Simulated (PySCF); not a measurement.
C2H2F4O, SMILES FC(F)OC(F)F, point group C1.

Level: B3LYP/pcSseg-1 in PySCF (density fitting, grid level 2); geometry and Hessian at that level, cubic constants and property derivatives from steps of ±0.6 along each species' dimensionless normal coordinates, second-order vibrational perturbation theory. The parent has the commonest isotopes.

Equilibrium geometry (Å):

```csv
atom,x,y,z
F1,-2.0773,1.3244,-1.6900
C2,-1.6107,0.4537,-0.7691
F3,-0.3657,0.0983,-1.1297
O4,-2.3825,-0.7053,-0.7970
C5,-3.3655,-0.8332,0.1496
F6,-4.2411,0.2029,0.0976
F7,-2.8355,-0.8235,1.4048
H8,-1.5949,0.9348,0.2115
H9,-3.8853,-1.7750,-0.0255
```

Problem. Give the equilibrium and ground-state rotational constants (MHz) of parent; ²H at 8.

Solution. 
| species | Ae | Be | Ce | A0 | B0 | C0 | Δ0 (u Å²) | harmonic ZPE (cm⁻¹) |
| --- | --- | --- | --- | --- | --- | --- | --- | --- |
| parent | 4627 | 1879.5 | 1507.5 | 4579.7 | 1864 | 1486.2 | -41.429 | 11125 |
| ²H at 8 | 4560.3 | 1866.6 | 1505.9 | 4513.2 | 1852.3 | 1485.4 | -44.594 | 10329 |

Δ0 = Ic − Ia − Ib from the ground-state constants.

Problem. How is the parent's vibrational correction B0 − Be made up?

Solution. 
```
axis  harmonic  Coriolis  cubic  total (MHz)
   a      6.35     -17.5  -36.2        -47.3
   b       2.4      -1.9  -15.9        -15.4
   c     0.863     -1.51  -20.7        -21.3
```

Problem. And its quartic centrifugal distortion constants from the harmonic force field?

Solution. Asymmetric top, A reduction, Ir representation: ΔJ = 0.357 kHz, ΔJK = 8.12 kHz, ΔK = -6.24 kHz, δJ = 0.0388 kHz, δK = 3.74 kHz.

A mode lies under 250 cm⁻¹, where this perturbation treatment is rough. Internal rotors are held in one well.
